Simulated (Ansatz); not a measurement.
Molecule: C3H9AlO2, charge 0, multiplicity 1. 
Structure (B3LYP-D3(BJ)/def2-TZVP (Ansatz, a first-principles code) minimum search):
SMILES: [O](C)[Al]([O]C)[CH3]
```xyz
15

C     -0.1831     2.4547     0.1562
O     -0.8427     1.2193     0.0698
Al    -0.4651    -0.4228    -0.0539
C     -1.9083    -1.7059    -0.2190
O      1.1339    -0.9702    -0.0368
C      2.4251    -0.4375     0.1016
H     -0.6980     3.1932    -0.4650
H      0.8584     2.3980    -0.1799
H     -0.1863     2.8212     1.1878
H     -1.5323    -2.7272    -0.2929
H     -2.5795    -1.6515     0.6416
H     -2.5146    -1.5007    -1.1046
H      3.0231    -1.0816     0.7526
H      2.9245    -0.3847    -0.8711
H      2.4194     0.5690     0.5348
```
Charge 0, spin multiplicity 1.

Total electronic energies in hartree. Valence correlation only, unless marked. No spin-orbit coupling. Non-relativistic. CBS marks a two-point X^-3 extrapolation of the correlation energy; Hartree-Fock from the larger set. [CCSD(T)-MP2]/basis is that difference in the basis named.

```csv
level,program,energy (Eh)
PBE-D3(BJ)/def2-TZVPD,Ansatz + dftd3,?
revPBE/def2-TZVPD,Ansatz,-512.68104
BHLYP-D4/def2-TZVPD,Ansatz + dftd4,-512.69416
LC-wPBE-D3(BJ)/def2-TZVPD,Ansatz + dftd3,-512.59491
MP2/STO-3G,Ansatz,-504.50059
MP2/cc-pVTZ,Ansatz,-511.77972
CCSD(T)/aug-cc-pV(D+d)Z,Ansatz,-511.62340
"RI-MP2/CBS(cc-pV(T+d)Z,cc-pV(Q+d)Z)+[CCSD(T)-MP2]/cc-pV(D+d)Z",Ansatz,-512.0236
"CCSD(T)/CBS(cc-pV(T+d)Z,cc-pV(Q+d)Z)",Ansatz,-512.0164
```

Task: Some entries are withheld; supply them.

Result: 
- PBE-D3(BJ)/def2-TZVPD, energy (Eh): -512.36541
